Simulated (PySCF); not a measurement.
Computed IR spectrum (relative IR intensity) of a molecule C3H7ClOSi. The structure is a stationary point at TPSSh-D3(BJ)/def2-SVP. Other conformers were not sampled. Computed with TPSSh-D3(BJ)/def2-SVP (PySCF). Frequencies are harmonic and unscaled.

Lines under 2 % of the strongest are left out, and lines within 2 cm⁻¹ are merged.

ν (cm⁻¹): 170 (vw), 227 (vw), 251 (m), 278 (w), 350 (w), 410 (w), 545 (w), 669 (m), 707 (m), 720 (w), 765 (w), 767 (m), 833 (m), 849 (vs), 886 (vs), 928 (w), 941 (s), 1099 (w), 1284 (w), 1392 (w), 1448 (vw), 1663 (w), 2244 (s), 3134 (vw), 3839 (m) (against the strongest line: vs over 80 %, s over 45 %, m over 15 %, w over 4 %, vw less)

Question: Which molecule gave these data?
A) C=CCO[SiH2]Cl
B) Cl[Si@@H]1CCOC1
C) C=C(Cl)[Si@@H](C)O
D) Cl[SiH2][C@H]1CCO1

Answer: C, C=C(Cl)[Si@@H](C)O
